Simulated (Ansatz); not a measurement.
(KH)4 cube (K4H4). The state is a singlet with charge 0. Geometry PBE0-D4/def2-SVP.

```xyz
8

K     0.1988   -0.6568    2.2066
K    -0.7444   -1.7815   -1.2699
K     2.0585    0.6981   -0.7843
K    -1.5130    1.7401   -0.1525
H    -1.9830   -0.6726    0.7554
H     1.4575   -1.6763    0.1469
H     0.7170    1.7161    1.2234
H    -0.1915    0.6327   -2.1256
```

Task: Estimate the orbital energies around the gap (eV) in Ansatz with PBE-D4/def2-SVP, r2SCAN-D4/def2-TZVP, PBE0-D4/def2-SVP, PBE0-D4/def2-TZVP, ωB97X-V/def2-TZVP.

Result: 
```tsv
orbital	PBE-D4/def2-SVP	r2SCAN-D4/def2-TZVP	PBE0-D4/def2-SVP	PBE0-D4/def2-TZVP	ωB97X-V/def2-TZVP
HOMO−13	-17.39	-17.79	-19.35	-19.19	-21.85
HOMO−12	-17.39	-17.79	-19.35	-19.19	-21.85
HOMO−11	-17.34	-17.73	-19.29	-19.13	-21.78
HOMO−10	-17.34	-17.73	-19.29	-19.13	-21.78
HOMO−9	-17.28	-17.68	-19.23	-19.07	-21.71
HOMO−8	-17.28	-17.68	-19.23	-19.07	-21.71
HOMO−7	-17.28	-17.68	-19.23	-19.07	-21.71
HOMO−6	-17.27	-17.66	-19.22	-19.06	-21.70
HOMO−5	-17.27	-17.66	-19.22	-19.06	-21.70
HOMO−4	-17.27	-17.66	-19.22	-19.06	-21.70
HOMO−3	-4.33	-4.44	-5.39	-5.44	-7.92
HOMO−2	-3.53	-3.73	-4.54	-4.62	-6.95
HOMO−1	-3.53	-3.73	-4.54	-4.62	-6.95
HOMO	-3.53	-3.73	-4.54	-4.62	-6.95
LUMO	-0.60	0.07	-0.16	-0.14	0.78
LUMO+1	-0.60	0.07	-0.16	-0.14	0.78
LUMO+2	-0.60	0.07	-0.16	-0.14	0.78
LUMO+3	-0.49	0.23	-0.09	-0.04	0.87
LUMO+4	0.65	1.21	1.17	1.17	2.47
LUMO+5	0.65	1.21	1.17	1.17	2.47
```
